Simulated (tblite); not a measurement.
C5H11OSi (doublet state).
SMILES with atom numbers: `[CH3:1][Si:2]1[CH2:3][CH2:4][O:5][CH2:6][CH2:7]1` (hydrogens: H8, H9, H10 on C1; H11, H12 on C3; H13, H14 on C4; H15, H16 on C6; H17, H18 on C7)

Computed with GFN2-xTB (tblite), gas phase: L-BFGS steps from a force-field or distance-geometry start until the largest atomic force falls under 0.01 eV/Å.

At the end of the run (lengths in Å): C1–Si2 1.911, C4–O5 1.407, Si2–C3 1.913, O5–C6 1.407, Si2–C7 1.913, C6–H16 1.102, C3–C4 1.532, Si2–C3–C4 108.5°, C3–C4–O5 113.8°, C3–Si2–C7 102.9°, C4–O5–C6 114.4°, C1–Si2–C3–C4 -79°, Si2–C3–C4–O5 -56°, C3–C4–O5–C6 74°.

Question: These geometries were met on the way; a selection of coordinates is given. Order them by energy above the end point, lowest first.
A. C1–Si2 1.912, C4–O5 1.402, Si2–C3 1.907, O5–C6 1.404, Si2–C7 1.903, C6–H16 1.104, C3–C4 1.527, Si2–C3–C4 110.1°, C3–C4–O5 114.7°, C3–Si2–C7 101.9°, C4–O5–C6 114.6°, C1–Si2–C3–C4 -79°, Si2–C3–C4–O5 -55°, C3–C4–O5–C6 72°
B. C1–Si2 1.907, C4–O5 1.406, Si2–C3 1.909, O5–C6 1.406, Si2–C7 1.911, C6–H16 1.101, C3–C4 1.533, Si2–C3–C4 109.8°, C3–C4–O5 114.5°, C3–Si2–C7 101.9°, C4–O5–C6 114.3°, C1–Si2–C3–C4 -79°, Si2–C3–C4–O5 -56°, C3–C4–O5–C6 72°
C. C1–Si2 1.906, C4–O5 1.405, Si2–C3 1.902, O5–C6 1.407, Si2–C7 1.898, C6–H16 1.107, C3–C4 1.529, Si2–C3–C4 110.5°, C3–C4–O5 113.9°, C3–Si2–C7 101.8°, C4–O5–C6 114.6°, C1–Si2–C3–C4 -79°, Si2–C3–C4–O5 -55°, C3–C4–O5–C6 73°
D. C1–Si2 1.883, C4–O5 1.419, Si2–C3 1.891, O5–C6 1.418, Si2–C7 1.894, C6–H16 1.103, C3–C4 1.540, Si2–C3–C4 111.2°, C3–C4–O5 112.1°, C3–Si2–C7 101.4°, C4–O5–C6 114.0°, C1–Si2–C3–C4 -79°, Si2–C3–C4–O5 -56°, C3–C4–O5–C6 74°
E. C1–Si2 1.856, C4–O5 1.437, Si2–C3 1.885, O5–C6 1.429, Si2–C7 1.898, C6–H16 1.085, C3–C4 1.548, Si2–C3–C4 111.4°, C3–C4–O5 110.9°, C3–Si2–C7 101.0°, C4–O5–C6 112.7°, C1–Si2–C3–C4 -78°, Si2–C3–C4–O5 -58°, C3–C4–O5–C6 76°

Answer: B (0.011 eV), A (0.029 eV), C (0.049 eV), D (0.091 eV), E (0.149 eV).

| step | E above end (eV) | rms distance from the end, all atoms (Å) | largest force (eV/Å) | rms shift of all bonds from the end (Å) |
| --- | --- | --- | --- | --- |
| 6 | 0.011 | 0.025 | 0.207 | 0.002 |
| 4 | 0.029 | 0.034 | 0.358 | 0.004 |
| 3 | 0.049 | 0.043 | 0.324 | 0.006 |
| 1 | 0.091 | 0.055 | 0.343 | 0.011 |
| 0 | 0.149 | 0.059 | 1.137 | 0.019 |

Rows stand in the order of the answer.
